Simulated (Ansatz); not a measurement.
Species: C$_{3}$H$_{4}$O, charge 0, singlet. C3H4O (2H-oxete, SMILES C1C=CO1).
B3LYP-D3(BJ)/def2-TZVP minimum from Ansatz (an electronic-structure program):
```xyz
8

C      0.8985    -0.2529    -0.4730
C      0.5555     0.6655     0.4317
O     -0.7926     0.3677     0.5446
C     -0.5445    -0.6916    -0.4578
H      1.7917    -0.5549    -0.9878
H      0.9988     1.4626     1.0105
H     -1.1373    -0.5057    -1.3532
H     -0.7696    -1.6694    -0.0323
```
Charge 0, spin multiplicity 1.

Atomisation energy term by term, kcal/mol (programs: Ansatz). Open shells are spin-unrestricted; no spin-orbit coupling. Correlated methods leave the cores frozen. Rows without X2C or -DK are non-relativistic. CBS(X,Y): correlation extrapolated as X^-3, Hartree-Fock from the larger set. A bracket is a step between two methods taken in the basis named. 'core' is core correlation in cc-pwCVTZ, 'X2C' scalar relativity in cc-pVTZ-DK, both at CCSD(T). For partners of very few electrons the exact lower level stands in for a higher one.

```json
[
 {"term": "Hartree-Fock", "basis": "cc-pVQZ", "kcal/mol": "560.70"},
 {"term": "CCSD correlation", "basis": "CBS(cc-pVTZ,cc-pVQZ)", "kcal/mol": "218.36"},
 {"term": "(T)", "basis": "CBS(cc-pVTZ,cc-pVQZ)", "kcal/mol": "17.43"},
 {"term": "CCSDT(Q) - CCSD(T)", "basis": "cc-pVDZ", "kcal/mol": "0.86"},
 {"term": "core correlation", "basis": "cc-pwCVTZ", "kcal/mol": "3.57"},
 {"term": "scalar relativity", "basis": "X2C, cc-pVTZ-DK", "kcal/mol": "-0.73"},
 {"term": "sum: De", "basis": "", "kcal/mol": "800.2"}
]
```
